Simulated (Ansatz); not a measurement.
```xyz
12

C    -0.418   -1.049    0.804
C     0.096    0.296    0.297
C     1.105    0.100   -0.831
Zn   -1.366    1.513   -0.209
H    -1.089   -0.946    1.661
H    -0.965   -1.595    0.028
H     0.412   -1.696    1.117
H     0.614    0.792    1.129
H     0.650   -0.377   -1.706
H     1.546    1.042   -1.168
H     1.931   -0.550   -0.513
H    -2.516    2.470   -0.609
```

The species carries charge 0 and has multiplicity 1.

(1) List the CAM-B3LYP/def2-TZVPP orbital energies in eV (the Gaussian-basis code of Ansatz). (Best estimate.)

## Answers

(1) Ansatz gave: Occupied: -9451.47, -1150.61, -1014.04, -1014.04, -1013.96, -278.37, -278.37, -278.31, -133.45, -89.74, -89.73, -89.55, -23.24, -20.62, -17.60, -15.77, -15.66, -15.66, -15.57, -15.54, -13.84, -13.53, -12.56, -12.05, -10.82, -10.74, -10.45, -8.06. Lowest empty: 0.35, 0.39, 1.25, 2.76, 2.94, 3.48, 3.60, 4.14.
